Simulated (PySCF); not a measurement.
# Atomic charges by several schemes

Compound: C5H11NSi.
Structure used (PBE0-D3(BJ)/def2-SVP), in Å, numbered top down from 1:
```xyz
18
C5H11NSi angstrom
C      2.5395   -0.5000   -0.7495
N      1.2468    0.0649   -0.4948
C      0.3110   -0.6935   -0.1144
C     -1.0829   -0.2059    0.1323
C     -2.1246   -0.7526   -0.9009
Si    -3.0061    0.9188   -0.7220
C     -1.3094    1.3215    0.0061
H      2.5976   -1.5947   -0.5807
H      2.8355   -0.2898   -1.7905
H      3.2909   -0.0066   -0.1113
H      0.4656   -1.7878    0.0201
H     -1.3884   -0.5498    1.1370
H     -1.6642   -0.8471   -1.8983
H     -2.6150   -1.7023   -0.6464
H     -3.4911    1.6246   -1.9488
H     -4.1137    0.8982    0.2842
H     -0.6137    1.7285   -0.7448
H     -1.1949    1.9014    0.9316
```

Density: PBE0/pcSseg-1 (PySCF); schemes: Mulliken, IAO, Hirshfeld and ESP-fitted. The structure is a single PBE0-D3(BJ)/def2-SVP conformer in the gas phase; no vibrational or solvent corrections.

**Question.** At which atom do the 4 schemes differ most?

**Answer.** At C4: from -0.322 (Mulliken) to +0.148 e (ESP-fitted), 0.470 e apart.

**Question.** Do the Mulliken, IAO, Hirshfeld and ESP-fitted schemes agree on where the charge is highest?

**Answer.** All schemes agree: Mulliken Si6 (+0.623); IAO Si6 (+0.745); Hirshfeld Si6 (+0.339); ESP-fitted Si6 (+0.572).

**Question.** For which atoms does the sign change between the 4 schemes (beyond +0.03 e in one, beyond −0.03 e in another)?

**Answer.** C4.

**Question.** What partial charge does each atom carry?

**Answer.** In e:

```csv
atom,environment,Mulliken,IAO,Hirshfeld,ESP-fitted
C1,N-methyl carbon,-0.111,-0.296,-0.072,-0.146
N2,imine nitrogen,-0.417,-0.275,-0.142,-0.378
C3,imine carbon,+0.140,+0.032,+0.046,+0.226
C4,four-membered-ring carbon,-0.322,-0.116,-0.026,+0.148
C5,sp3 carbon bound to silicon,-0.460,-0.544,-0.162,-0.524
Si6,SiH2 silicon,+0.623,+0.745,+0.339,+0.572
C7,sp3 carbon bound to silicon,-0.416,-0.543,-0.167,-0.422
H8,methyl hydrogen,+0.081,+0.105,+0.030,+0.058
H9,methyl hydrogen,+0.121,+0.152,+0.047,+0.111
H10,methyl hydrogen,+0.122,+0.153,+0.047,+0.100
H11,hydrogen on a C=N carbon,+0.076,+0.092,+0.034,+0.016
H12,methine hydrogen,+0.146,+0.141,+0.045,+0.045
H13,methylene hydrogen,+0.146,+0.144,+0.036,+0.157
H14,methylene hydrogen,+0.145,+0.144,+0.036,+0.122
H15,Si–H hydrogen,-0.088,-0.119,-0.079,-0.138
H16,Si–H hydrogen,-0.087,-0.123,-0.082,-0.142
H17,methylene hydrogen,+0.158,+0.161,+0.033,+0.095
H18,methylene hydrogen,+0.143,+0.146,+0.038,+0.101
```

Mean size of the charges over all atoms: IAO 0.224 e, Mulliken 0.211 e, ESP-fitted 0.194 e, Hirshfeld 0.081 e. Each set sums to the total charge, 0, to within 0.001 e. The Hirshfeld scheme weights the molecular density at each point by an atom's share of the summed free-atom densities.

**Question.** Sum the charges by element, for elements with more than one atom.

**Answer.** 
```csv
element,atoms,Mulliken,IAO,Hirshfeld,ESP-fitted
C,5,-1.169,-1.467,-0.382,-0.720
H,11,+0.964,+0.997,+0.184,+0.526
```

**Question.** How closely do the schemes follow one another over all atoms?

**Answer.** Correlation coefficient and root-mean-square difference: IAO with Hirshfeld 0.96, 0.186 e; Mulliken with IAO 0.95, 0.092 e; Mulliken with Hirshfeld 0.94, 0.164 e; Hirshfeld with ESP-fitted 0.94, 0.153 e; IAO with ESP-fitted 0.93, 0.109 e; Mulliken with ESP-fitted 0.89, 0.121 e.
